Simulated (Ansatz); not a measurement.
Basis-set extrapolation for C$_{7}$H$_{15}$N, SMILES `C=CCN(CC)CC` (PBE0-D4/def2-TZVP geometry, frozen core, Ansatz 0.2.0). Multiplicity 1, RHF reference.

```
                      def2-TZVPP   def2-QZVPP
                 HF  -328.340164  -328.355585
    MP2 correlation    -1.417736    -1.507182
CCSD(T) correlation    -1.556829      not run
```

Energies in hartree. Use E(X) = E(∞) + A·exp(−7.88·√X) for Hartree–Fock and E(X) = E(∞) + B·X^(−2.97) for correlation, with X = 3 and 4, and add CCSD(T) minus MP2 of the smaller set to the MP2 limit.

Question: What is the CCSD(T) energy at the basis-set limit?

Answer: HF limit: -328.355585 + (-0.015421) × 0.13774 = -328.35771. MP2 limit: -1.507182 + (-0.089446) × 0.74074 = -1.57344. Higher-order term: -1.556829 − (-1.417736) = -0.13909. Total: -330.07024 hartree, 454.9 kJ/mol below CCSD(T)/def2-TZVPP.
